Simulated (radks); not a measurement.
Be III, configuration [He] (the NIST ground configuration).

Method: non-relativistic Kohn-Sham, PBE, spin-polarised, spherical densities, point nucleus; computed with a radial shooting solver on a logarithmic mesh with Libxc functionals.

Energy parts (eV):
total: -370.607
kinetic: 369.416
electron-nucleus: -801.383
Hartree: 123.248
exchange-correlation: -61.889

Orbitals (lengths in bohr, moments of r in powers of bohr; r(90%) holds 90 % of the orbital's charge):
orbital  occ.  eigenvalue (eV)   <r^4>   <r^2>  <1/r>  r(90%)
1s          2        -132.2597  0.1499  0.2371  3.681   0.753

The highest occupied level is 1s at -132.26 eV. The density falls to 0.001 e/bohr^3 at r = 1.47 bohr. Summed over all electrons, <r^2> = 0.4742 bohr^2, which gives a Langevin (diamagnetic) susceptibility term of -0.376 x 10^-6 cm^3/mol. Virial ratio -V/T = 2.00323.
